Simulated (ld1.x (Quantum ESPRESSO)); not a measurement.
# P (Z = 15): excitation energies, all-electron against TM

```json
{"Element": "phosphorus (P)", "Generator": "ld1.x (Quantum ESPRESSO) 7.5", "Type": "norm-conserving Troullier–Martins (Kleinman–Bylander form)", "Functional": "PBE", "Relativity": "scalar-relativistic", "Frozen core": "[Ne]", "Valence charge": "5", "Reference configuration": "3s2 3p3", "Partial waves": "3s (bound): rc 1.55 bohr; 3p (bound): rc 2.00 bohr", "Local potential": "all-electron potential smoothed inside 1.90 bohr (lloc = -1)", "Core correction": "Bessel-smoothed model core inside 1.55 bohr"}
```

Energies are relative to the spin-unpolarised reference configuration 3s2 3p3; without spin polarisation the order of configurations can differ from experiment. The frozen-core shift is the all-electron ΔE with the core orbitals held at their reference shape minus the fully relaxed ΔE.

```csv
valence configuration,charge,ΔE all-electron (eV),error AE − PS (meV),frozen-core shift (meV)
3s2 3p2,+1,9.730,+2.5,+1.1
3s2 3p1,+2,28.877,+18,+9.3
3s2 3p0,+3,58.616,+63,+41
3s2 3p2.5,+0.5,3.775,+0.3,+0.2
3s1 3p4,0,8.534,-0.9,+0.6
3s1 3p3,+1,18.850,+3.9,+2.8
```

(1) What are ΔE and the potential's error for 3s2 3p3.3?

Answers

(1) ΔE = -1.307 eV all-electron; the error (AE − PS) is +0.2 meV.
